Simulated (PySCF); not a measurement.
Compound: C4H6F3O (doublet state).
Structure used (GFN2-xTB), in Å, numbered top down from 1:
```xyz
14
C4H6F3O angstrom
C     -2.1192   -0.6826    0.1029
C     -0.8599    0.0710   -0.2691
F     -1.1861    1.3747   -0.6153
O      0.0017    0.0938    0.8091
C      1.2705    0.6560    0.5473
C      2.0499   -0.1207   -0.4657
F      2.4869   -1.3417   -0.1356
F      3.0146    0.5332   -1.1226
H     -2.8209   -0.6523   -0.7250
H     -2.5664   -0.2159    0.9760
H     -1.8639   -1.7111    0.3351
H     -0.3635   -0.3427   -1.1677
H      1.1812    1.6881    0.1834
H      1.7747    0.6497    1.5249
```

The hyperfine couplings belong to this conformer and change with its torsions.

The species is `C[C@@H](F)OC[C](F)F` [radical].

The calculation used UKS B3LYP, pcH-1 on C F H O, non-relativistic, mean-field spin-orbit, GIAO in PySCF 2.14.0. Geometry: GFN2-xTB, one conformer, isolated molecule. Couplings are sensitive to structure, and on GFN2-xTB geometries they can be far from those on DFT ones. The SCF solution wasn't tested for stability.

Q: Break the g tensor into its mass correction, gauge correction and orbital-Zeeman/spin–orbit terms.

A: 
```
                    Δg (ppm)     1     2     3
relativistic mass correction  -247  -247  -247
            gauge correction    19    74    80
   orbital Zeeman/spin–orbit  -192  2665  3049
                       total  -421  2492  2881
```

So g = 2.00190, 2.00481, 2.00520 and g_iso = 2.00397; the tensor is close to axial: the two nearest values differ by 12 % of g3 − g1. 

Q: At 93.553 GHz, how far is the centre of the isotropic spectrum from where a free electron (g = 2.002319) resonates?

A: B = hν/(g μB) with μB/h = 13.99624 MHz/mT gives 3338.20 mT for the free electron and 3335.45 mT at g_iso, 2.75 mT lower.

Q: How much does each term add to the isotropic shift?

A: The orbital-Zeeman/spin–orbit term 1841, the mass correction -247 and the gauge correction 58 ppm, for a total of 1651 ppm. The orbital-Zeeman/spin–orbit term is the largest in size. The mass correction is the same along every axis, so the anisotropy comes from the other two: their spans along these axes are 61 (gauge) and 3241 ppm (orbital Zeeman/spin–orbit).

Q: In a frozen sample, at which fields do the three g values resonate at 9.5, 34, 94 and 263 GHz (hyperfine left aside), and which band first spreads them over more than twice a line width of 0.3 mT?

A: 
```json
{"band": "X", "GHz": "9.5", "B(g3) mT": "338.50", "B(g2) mT": "338.56", "B(g1) mT": "339.05", "spread mT": "0.56"}
{"band": "Q", "GHz": "34.0", "B(g3) mT": "1211.46", "B(g2) mT": "1211.70", "B(g1) mT": "1213.46", "spread mT": "2.00"}
{"band": "W", "GHz": "94.0", "B(g3) mT": "3349.33", "B(g2) mT": "3349.98", "B(g1) mT": "3354.86", "spread mT": "5.52"}
{"band": "J", "GHz": "263.0", "B(g3) mT": "9371.01", "B(g2) mT": "9372.83", "B(g1) mT": "9386.47", "spread mT": "15.46"}
```

The spread grows in proportion to the frequency. Q band is the first where it exceeds 0.6 mT.

The largest Mulliken spin populations are on C6 (+0.83), F8 (+0.06) and F7 (+0.06). C6 is the only atom above +0.15. The angles at C6 add up to 344.9°, so it is pyramidal.

The HOMO–LUMO gaps are 7.83 eV among the α and 6.38 eV among the β orbitals.
